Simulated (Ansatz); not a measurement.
`[Cl][Hf]([SeH])([SeH])[SeH]` at its PBE0-D4/def2-TZVP geometry, where that method's forces vanish. Charge 0, multiplicity 1. Hf takes the def2 core potential.

```xyz
8

Cl   -0.7603   -0.6155    2.7320
Hf   -0.0715   -0.3069    0.5351
Se    1.2386   -2.3298   -0.3012
Se    1.3457    1.8177    0.3528
Se   -2.0483   -0.1250   -1.0699
H     2.0925   -1.3716   -1.0261
H     0.7775    1.9670   -0.9994
H    -2.5743    0.9641   -0.2233
```

(1) What forces (eV/Å) does PBE-D4/def2-TZVPP give on these atoms in Ansatz? (An estimate is asked.)

Answers

(1) Computed: 
```
Cl1 -0.048 -0.028  0.170
Hf2 -0.004  0.043 -0.009
Se3 -0.064 -0.297  0.063
Se4  0.185  0.103  0.217
Se5 -0.020 -0.182 -0.248
H6   0.137  0.163 -0.118
H7  -0.099  0.017 -0.222
H8  -0.087  0.180  0.146
```
